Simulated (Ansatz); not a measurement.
`N[CH2][ZnH]` + `CN[SiH2]CCl` → `Cl[CH2][ZnH]` + `CN[SiH2]CN`  (redistribution)

Computed with Ansatz on PBE0-D4/def2-TZVP structures; ΔE is electronic, products minus reactants. CCSD(T)/CBS adds triple-zeta CCSD(T) − MP2 to the extrapolated MP2 energy (def2 sets, frozen cores). DFT in def2-TZVPP. B3LYP here is the variant with VWN-RPA as its local correlation; programs differ in this. For Zn outer-core shells are correlated without core-valence functions, which leaves a few kJ/mol of doubt a bond. Scalar relativity is left out up to krypton. Each species was taken in one conformer, which may not be the lowest.

`N[CH2][ZnH]`:

```xyz
8

N    -1.199   -0.324    0.049
C     0.102    0.179    0.502
Zn    1.315    0.405   -1.025
H    -1.119   -1.262   -0.320
H    -1.859   -0.376    0.818
H     0.559   -0.404    1.315
H    -0.047    1.188    0.905
H     2.248    0.593   -2.243
```

`CN[SiH2]CCl`:

Cartesian coordinates in Å:
```
C -0.572 1.619 0.847
N 0.621 0.827 0.630
Si 0.590 -0.859 0.358
C -0.235 -1.391 -1.256
Cl 0.596 -0.610 -2.634
H -0.351 2.499 1.458
H -1.308 1.026 1.396
H -1.047 1.960 -0.082
H 1.379 1.346 0.218
H 1.991 -1.347 0.330
H -0.200 -1.503 1.447
H -1.284 -1.095 -1.303
H -0.180 -2.470 -1.409
```

`Cl[CH2][ZnH]`:

Cartesian coordinates in Å:
```
Cl 0.386 0.250 1.910
C -0.569 0.027 0.395
Zn 0.756 -0.099 -1.038
H -1.173 -0.869 0.536
H -1.239 0.882 0.320
H 1.839 -0.192 -2.123
```

`CN[SiH2]CN`:

Cartesian coordinates in Å:
```
C -1.735 0.802 0.785
N -0.482 1.256 0.219
Si 1.033 0.483 0.480
C 1.316 -0.909 -0.754
N 0.073 -1.668 -0.874
H -1.996 1.316 1.720
H -2.565 0.939 0.083
H -1.673 -0.265 1.004
H -0.477 2.231 -0.029
H 1.089 -0.099 1.852
H 2.092 1.521 0.324
H 2.095 -1.562 -0.345
H 1.704 -0.514 -1.706
H 0.178 -2.455 -1.501
H -0.653 -1.075 -1.259
```

| level | ΔE (kJ/mol) | difference from CCSD(T)/CBS |
| --- | --- | --- |
| PBE-D4 | -6.7 | 1.3 |
| r2SCAN-D4 | -8.6 | -0.6 |
| PBE0-D4 | -7.8 | 0.2 |
| B3LYP-D4 | -7.2 | 0.8 |
| ωB97X-V | -8.8 | -0.8 |
| ωB97M-V | -8.8 | -0.8 |
| B2PLYP | -7.1 | 0.9 |
| PBE | -6.2 | 1.8 |
| r2SCAN | -8.5 | -0.5 |
| PBE0 | -7.5 | 0.5 |
| B3LYP | -6.4 | 1.6 |
| HF/def2-TZVPP | -9.8 | -1.8 |
| MP2/def2-TZVPP | -6.6 | 1.4 |
| SCS-MP2/def2-TZVPP | -6.7 | 1.3 |
| CCSD/def2-TZVPP | -8.1 | -0.1 |
| CCSD(T)/def2-TZVPP | -7.9 | 0.1 |
| HF/def2-QZVPP | -9.6 | -1.6 |
| MP2/def2-QZVPP | -6.7 | 1.3 |
| SCS-MP2/def2-QZVPP | -6.8 | 1.2 |
| HF/CBS(def2) | -9.6 | -1.6 |
| MP2/CBS(def2) | -6.8 | 1.2 |
| CCSD/CBS(def2) | -8.2 | -0.2 |
| CCSD(T)/CBS | -8.0 | 0 |

Largest T1 diagnostic among the species: 0.014.
